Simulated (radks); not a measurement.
Species: Sb2+. Configuration: [Kr] 4d10 5s1.5 5p1.5 (fractional occupations, a model configuration). Method: Dirac Kohn-Sham, PBEsol, spin-unpolarised, spherical densities, finite nucleus; open shells are shared between the two j in proportion to 2j + 1; Fermi nuclear charge, rms radius 4.6802 fm; computed with a radial shooting solver on a logarithmic mesh with Libxc functionals.

X-ray form factor f0, the Fourier transform of the density (f0(0) = 49):

| sin(theta)/lambda (1/angstrom) | f0 (electrons) |
|---|---|
| 0.05 | 48.308 |
| 0.1 | 46.438 |
| 0.15 | 43.863 |
| 0.2 | 41.030 |
| 0.25 | 38.216 |
| 0.3 | 35.542 |
| 0.4 | 30.750 |
| 0.5 | 26.780 |
| 0.6 | 23.651 |
| 0.8 | 19.427 |
| 1 | 16.685 |
| 1.25 | 13.870 |
| 1.5 | 11.333 |
| 2 | 7.651 |
